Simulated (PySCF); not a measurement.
# Electron correlation in Te (tellurium, neutral)

[Kr] 4d10 5s1 5p4 5d1, one real determinant (an excited configuration). Computed with PySCF 2.14 in dyall-av2z, with the non-relativistic Hamiltonian (point nucleus). Frozen: [Kr] 4d10; 6 electrons correlated; the 62 highest virtual orbitals of each spin left out.

MP2 pair energies summed by pair of shells (mhartree):

```
 pair  energy  share (%)
5p-5p  -44.32       82.5
5s-5p   -5.32        9.9
5p-5d   -3.54        6.6
5s-5d   -0.54        1.0
```

Total MP2 correlation energy: -53.72 mhartree.

Same-spin part -13.90 and opposite-spin part -39.81 mhartree; SCS-MP2 scales them by 1/3 and 6/5 to -52.41 mhartree.

The reference is one real determinant that mixes LS terms of this configuration.
